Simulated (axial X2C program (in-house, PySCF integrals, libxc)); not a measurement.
**Ionising SnP**

Computed with an axial X2C code built on PySCF integrals, spin-free (one-electron X2C) or two-component (2c: spin–orbit coupling with atomic mean-field Coulomb and Gaunt terms, which also bring small scalar terms), in Dyall basis sets with cores contracted in-house; open shells are unrestricted.

Basis sets: P dyall-v3z, Sn dyall-cv3z.

```json
{"Hamiltonian": "spin-free", "level": "HF", "SnP state": "M_S = 1/2, Λ = 1", "Re (Å)": "2.463", "ωe (cm⁻¹)": "298.0", "De (eV)": "0.82"}
{"Hamiltonian": "spin-free", "level": "BP86", "SnP state": "M_S = 1/2, Λ = 1", "Re (Å)": "2.374", "ωe (cm⁻¹)": "391.3", "De (eV)": "3.15"}
{"Hamiltonian": "spin-free", "level": "PBE0", "SnP state": "M_S = 1/2, Λ = 1", "Re (Å)": "2.341", "ωe (cm⁻¹)": "416.7", "De (eV)": "2.77"}
```

Adiabatic ionisation energy (minimum to minimum, no zero-point term) and constants of SnP⁺:

```csv
Hamiltonian,level,SnP⁺ state,IE (eV),Re (Å),ωe (cm⁻¹),De (eV),fragments
spin-free,HF,"M_S = 1, Λ = 0",6.79,2.513,331.7,0.87,Sn+ + P
spin-free,BP86,"M_S = 1, Λ = 0",8.00,2.546,315.3,2.54,Sn+ + P
spin-free,PBE0,"M_S = 1, Λ = 0",7.81,2.511,335.2,2.27,Sn+ + P
```

**Question.** Add the zero-point terms to the ionisation energy at PBE0, spin-free, and say whether the electron removed was bonding.

**Answer.** IE0 = IE + (ωe⁺ − ωe)/2 = 7.81 + (-0.005) = 7.80 eV. Re changes by 0.170 Å, so the bond lengthens, as on loss of a bonding electron.

**Question.** Close the cycle De(SnP⁺) + IE(SnP) = De(SnP) + IE(Sn) to find the atomic ionisation energy at PBE0, spin-free.

**Answer.** IE(Sn) = 2.27 + 7.81 − 2.77 = 7.31 eV, for the determinants used.

Each entry is the lowest single determinant of a limited PBE0 search at one distance. De goes to single-determinant-based atoms at the same level (for ions the charge split of lowest energy) and is withheld (n/a) where an atom does not fit its ground term or J level. Main or longest-lived isotopes. One determinant is a doubtful description, or other states lie close, for SnP, SnP⁺; these need not be ground states, and all values refer to the states named. The functionals have no current term, which raises determinants with orbital currents.
